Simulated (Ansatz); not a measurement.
F$_{3}$Sn (SMILES [F][Sn]([F])[F]), doublet, at a GFN2-xTB geometry (such geometries of metal compounds can be far from the true shape) (the spin is typed, not shown lowest) (core potentials on Sn); HF/def2-SV(P) (Ansatz, an electronic-structure program).

Input for Ansatz:
Ansatz 0.2 input:
```yaml
crystal:
  periodic: [false, false, false]
  atoms:
    - {symbol: Sn, position_ang: [-0.02532466, 0.04533796, 0.10871975]}
    - {symbol: F, position_ang: [-1.77259530, -1.24148966, -0.14244721]}
    - {symbol: F, position_ang: [0.03289875, 1.90593521, -1.03441314]}
    - {symbol: F, position_ang: [1.88038911, -0.91632313, 0.57286175]}
basis:
  gaussian:
    orbitals: def2-SV_P_.json
hamiltonian:
  xc: hf
magnetization: {spin_polarized: true, initial_magnetization: 1}
```
The basis file holds def2-SV(P) in the JSON format of the Basis Set Exchange.

Question: Write the output that Ansatz gives for this input, abridged.

Answer: 
```
Functional definition: HF
720 factors; integrals over basis functions are off by at most 2.7e-4 eV
mean field evaluation 1: about -13909.6265 eV, gradient 3.6e1 eV
mean field evaluation 2: about -13909.6961 eV, gradient 3.7e1 eV
mean field evaluation 4: about -13915.1212 eV, gradient 2.6e0 eV
mean field evaluation 8: about -13915.3265 eV, gradient 2.9e-1 eV
mean field evaluation 16: about -13913.7232 eV, gradient 9.3e0 eV
mean field evaluation 32: about -13914.7349 eV, gradient 3.0e0 eV
mean field evaluation 64: about -13915.3120 eV, gradient 5.0e-1 eV
mean field evaluation 96: about -13912.1678 eV, gradient 3.1e1 eV
mean field -13915.32956975 eV, -511.3789295393 hartree, gradient 3.1e-5 eV, S^2 0.841902; 0 other end points of the search recorded, 0 dependent functions left out
reference -13915.32956975 eV, -511.3789295393 hartree; 25, 24 occupied and 43, 44 virtual orbitals, 720 factors
Total energy: -13915.32956975 eV, -511.3789295393 hartree
```
